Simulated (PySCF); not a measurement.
Ni(2+): ionisation energy

Ni(2+) [Ar] 3d8 (3F) → Ni(3+) [Ar] 3d7 (4F), as a difference of total energies. Computed with PySCF 2.14 in aug-cc-pVTZ with one added diffuse shell each of s, p, d, f, g type (9s8p6d4f3g, 118 functions), with no relativity, point nucleus. Correlated levels: valence: [Ar] frozen. The calculations carry no spin-orbit coupling.

Order these methods by the ionisation energy they give, lowest first.
A. MP2 (valence)
B. r2SCANh
C. M06
D. r2SCAN

A (35.194 eV), B (35.583 eV), D (35.724 eV), C (36.062 eV).

A first-order spin-orbit estimate (lowest level to lowest level, LS coupling) adds -0.013 eV.

These non-relativistic numbers lack the scalar-relativistic shift.

Errors of the correlated levels include the incompleteness of this basis and the frozen core.

For comparison: 35.187 ± 0.019 eV (measured; NIST Atomic Spectra Database, ionization energies).
